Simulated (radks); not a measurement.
The numbers below are computed, except where a source is named.
Mean orbital radii <r> (bohr) of the selenium ion Se+, [Ar] 3d10 4s2 4p3, at several levels of relativity; Dirac values are averaged over j with weights 2j + 1. Spin-unpolarised spherical Kohn-Sham, PBE, point nucleus unless stated (finite: rms radius 4.14 fm), a radial shooting solver on a logarithmic mesh with Libxc functionals. A level marked "c x" has the speed of light scaled by that factor and shares open shells by 2j + 1; other Dirac levels either fill j = l - 1/2 first or share by 2j + 1.

shell	non-rel.	Dirac, 2j+1 shares	Dirac, 2j+1 shares, finite nucleus	Dirac, c x 2	change of magnitude, last against first (%)
1s	0.04499	0.04408	0.04408	0.04477	-0.50
2s	0.2000	0.1957	0.1957	0.1989	-0.54
2p	0.1728	0.1710	0.1710	0.1724	-0.25
3s	0.5850	0.5739	0.5739	0.5822	-0.47
3p	0.5942	0.5894	0.5894	0.5930	-0.20
3d	0.6272	0.6300	0.6300	0.6279	+0.11
4s	1.774	1.745	1.745	1.767	-0.41
4p	2.127	2.120	2.120	2.125	-0.08
